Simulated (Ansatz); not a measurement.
`[O]=[V]([OH])([F])[Cl]` + H₂O → `[O]=[V]([OH])([OH])[Cl]` + H–F at 298.15 K and 1 bar (formal hydrolysis of a V–F bond).

Calculated with Ansatz (gas phase, PBE0-D4/def2-TZVP geometries, no zero-point term in ΔE). CCSD(T)/CBS is the MP2 limit (def2-TZVPP, def2-QZVPP) plus CCSD(T) − MP2 in def2-TZVPP, frozen cores. This one scheme is used for every species. For V outer-core shells are correlated without core-valence functions, which leaves a few kJ/mol of doubt a bond. Scalar relativity is left out up to krypton. One conformer a species, not always the lowest.

```csv
species,CCSD(T)/CBS energy (Eh),H − E (kJ/mol),S (J/(mol·K))
`[O]=[V]([OH])([F])[Cl]`,-1654.14507,75.0,333.5
H₂O,-76.37941,66.4,188.7
`[O]=[V]([OH])([OH])[Cl]`,-1630.12269,105.6,339.7
H–F,-100.39570,33.5,173.6
```

H − E and S are ideal-gas, rigid-rotor, harmonic terms from PBE0-D4/def2-TZVP, for one conformer and one mirror image of each species. 1 Eh = 2625.50 kJ/mol, R = 8.31446 J/(mol·K).

Problem. By hand: ΔE, ΔH, ΔS and ΔG.

Solution. ΔE = (-1630.12269) + (-100.39570) − (-1654.14507) − (-76.37941) = 0.00609 Eh = 16.0 kJ/mol. Δ(H − E) = 105.6 + 33.5 − 75.0 − 66.4 = -2.3, so ΔH = 13.7 kJ/mol. ΔS = 339.7 + 173.6 − 333.5 − 188.7 = -8.9 J/(mol·K). ΔG = 13.7 − 298.15 × (-8.9)/1000 = 16.4 kJ/mol.

Problem. By hand: the equilibrium constant, and the temperature at which ΔG would vanish if ΔH and ΔS stayed fixed.

Solution. log₁₀ K = −ΔG/(RT ln 10) = -2.9. ΔH and −TΔS have one sign here, so there is no such temperature.

The number of gas molecules stays the same, so ΔS is small and ΔH decides. A doubt of 5 kJ/mol in ΔE shifts log₁₀ K by 0.9 here. Other conformers and mirror images would add mixing entropy, several J/(mol·K) or more a flexible species. These are equilibria of isolated gas molecules and say nothing of rates. Largest T1 diagnostic: 0.032 (customary marks: 0.02 for closed shells, 0.045 for open ones).

ΔS is within the doubt of such terms, so its sign, and with it that verdict, could turn.
